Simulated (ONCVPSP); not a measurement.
## LDA (Perdew-Zunger) ONCV dataset for erbium (Er), scalar-relativistic all-electron reference.

Er, optimised norm-conserving Vanderbilt (ONCV), made with ONCVPSP 4.0.1 (LDA (Perdew-Zunger), scalar-relativistic). Core [Kr] 4d10, reference 4f12 5s2 5p6 6s2. Waves: 5s+6s: rc 2.40 bohr, ncon 4, nbas 8, qcut 3.5 1/bohr, 3 projectors, debl 0.6 Ha; 5p: rc 1.70 bohr, ncon 4, nbas 8, qcut 3.7 1/bohr, 1 projector; d scattering state at 0.1 Ha: rc 2.60 bohr, ncon 4, nbas 7, qcut 2.7 1/bohr, 2 projectors, debl 3.3 Ha; 4f: rc 0.90 bohr, ncon 5, nbas 9, qcut 13.9 1/bohr, 2 projectors, debl 3.9 Ha. Local part: polynomial inside 0.85 bohr (lpopt 2, dvloc0 1 Ha). Core correction: none.

In the d channel the program set the typed energies aside and used 0.050, 3.350 Ha.

Poles of the logarithmic derivatives, all-electron (AE) and pseudo (PS). s: poles at -1.8, 2.3 (AE) and -1.8, 2.2, 2.4 (PS) Ha. p: poles at 0.4 (AE) and 0.3, 2.6 (PS) Ha. d: poles at 0.5, 3.9 (AE) and 0.5, 3.9 (PS) Ha. f: poles at 2.3 (AE) and 2.3 (PS) Ha. Test radii: s 2.44, p 1.72, d 2.64, f 0.91 bohr.

- Cutoffs needed: 409 Ha and 478 Ha (the cutoffs (Ha) at which the residual kinetic energy of the hardest occupied pseudo-wave falls to 1 and 0.1 mHa per electron)
- Ghost test: no bound ghost flagged; GHOST(+) flagged for s at 61.7 eV, d at 184.1 eV
- Configuration tests: tests left out (the all-electron energies of this program are off by 10 to 40 meV for near-neutral 4f atoms)
